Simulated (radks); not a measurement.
Species: Ir V. Configuration: [Xe] 4f14 5d5 (the NIST ground configuration).

Calculated with a radial shooting solver on a logarithmic mesh with Libxc functionals: Dirac Kohn-Sham, PBE, spin-unpolarised, spherical densities, finite nucleus; open shells fill j = l - 1/2 first; Fermi nuclear charge, rms radius 5.4032 fm.

Energy parts (eV):
| part | energy |
|---|---|
| total | -485748.63 |
| kinetic | 553242.07 |
| electron-nucleus | -1215464.97 |
| Hartree | 185927.75 |
| exchange-correlation | -9453.48 |

Orbitals (lengths in bohr, moments of r in powers of bohr; r(max) is where P^2 peaks):
orbital  occ.  eigenvalue (eV)   r(max)
1s1/2       2        -76030.04  0.01082
2s1/2       2        -13329.81  0.06251
2p1/2       2        -12774.37  0.04620
2p3/2       4        -11146.89  0.05336
3s1/2       2        -3153.383   0.1759
3p1/2       2        -2903.736   0.1644
3p3/2       4        -2547.379   0.1790
3d3/2       4        -2129.282   0.1397
3d5/2       6        -2052.266   0.1437
4s1/2       2        -709.4500   0.3977
4p1/2       2        -603.9560   0.3965
4p3/2       4        -519.6723   0.4268
4d3/2       4        -346.4511   0.4211
4d5/2       6        -330.8024   0.4305
4f5/2       6        -110.4906   0.3927
4f7/2       8        -107.3655   0.3974
5s1/2       2        -143.9371   0.8907
5p1/2       2        -110.5211   0.9448
5p3/2       4         -96.5732    1.024
5d3/2       4         -51.0795    1.234
5d5/2       1         -49.5000    1.266

The highest occupied level is 5d5/2 at -49.500 eV. The density falls to 0.001 e/bohr^3 at r = 3.16 bohr.
